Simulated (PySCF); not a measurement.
# Germanium: a sound run and one with changed settings

Sound run: Ge [Ar] 3d10 4s2 4p2, Ge⁺ [Ar] 3d10 4s2 4p1. Calculation: PySCF 2.14, in aug-cc-pVDZ-PP with ECP10MDF (5s4p3d, 32 functions); a scalar-relativistic core potential. The sound run starts from symmetry-adapted Hartree-Fock orbitals and uses a fine grid where one is needed.

A second run was set up differently.

```
species  method  sound run (hartree)  changed run (hartree)  converged
     Ge     UHF           -293.34175             -293.34175        yes
     Ge  r2SCAN           -294.40345             -302.84207        yes
     Ge    MN15           -294.88059             -294.82968        yes
    Ge⁺     UHF           -293.06941             -293.06941        yes
    Ge⁺  r2SCAN           -294.10858             -302.42501        yes
    Ge⁺    MN15           -294.59460             -294.55195        yes
```

Ionisation energy of Ge:

```
method  sound run (eV)  changed run (eV)
   UHF           7.411             7.411
r2SCAN           8.024            11.349
  MN15           7.782             7.557
```

Problem. What was changed?
A. minimal basis
B. too few SCF iterations
C. basis contracted for another Hamiltonian
D. radial grid too coarse

Solution. D. It used radial step 1.2 in ln r (0.13 in the sound run). A coarse radial grid mis-integrates the density and the exchange-correlation energy, with errors of either sign; Hartree-Fock needs no grid.
